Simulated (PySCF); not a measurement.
## How methods differ on the excitation energy of Hf²⁺

Hf²⁺ [Xe] 4f14 5d2 (3F) → Hf²⁺ [Xe] 4f14 5d1 6p1 (high-spin determinant), as a difference of total energies. Computed with PySCF 2.14 in def2-TZVPPD with the def2 core potential (60 electrons) (6s5p3d2f1g, 59 functions), with scalar relativity through the core potential. Correlated levels: valence: 5s2 5p6 frozen. The calculations carry no spin-orbit coupling.

| method | excitation energy (eV) |
| --- | --- |
| UHF | 5.810 |
| MP2 (valence) | 5.816 |
| SCS-MP2 (valence) | 5.812 |
| CCSD (valence) | 5.782 |

With two correlated electrons CCSD is exact in that space.

The coupled-cluster amplitudes are large for the upper state (T1 above 0.03 or a double amplitude above 0.15), so a single reference is strained.

The determinant of the upper state mixes LS terms, which raises its energy above the lowest term, most at the Hartree-Fock and MP2 levels.
